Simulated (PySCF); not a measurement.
Antimony: a sound run and one with changed settings

Sound run: Sb [Kr] 4d10 5s2 5p3, Sb⁺ [Kr] 4d10 5s2 5p2. Calculation: PySCF 2.14, in x2c-SVPall; the spin-free X2C one-electron Hamiltonian (Gaussian nucleus). In the sound run the correlated levels freeze [Kr] 4d10. The sound run starts from symmetry-adapted Hartree-Fock orbitals and uses a fine grid where one is needed.

Changed run: a valence shell is frozen. This setting is unsound on purpose.

| species | method | sound run (hartree) | changed run (hartree) | converged |
| --- | --- | --- | --- | --- |
| Sb | MP2 | -6477.30044 | -6477.26638 | yes |
| Sb | CCSD(T) | -6477.31359 | -6477.27031 | yes |
| Sb⁺ | MP2 | -6476.97489 | -6476.94433 | yes |
| Sb⁺ | CCSD(T) | -6476.98916 | -6476.94594 | yes |

Ionisation energy of Sb:

| method | sound run (eV) | changed run (eV) |
| --- | --- | --- |
| UHF | 8.574 | 8.574 |
| MP2 | 8.859 | 8.763 |
| SCS-MP2 | 8.761 | 8.637 |
| CCSD | 8.825 | 8.827 |
| CCSD(T) | 8.828 | 8.827 |

Freezing a valence shell removes pair correlation that changes on ionisation.

For comparison, NIST gives 8.608 eV between the lowest levels.
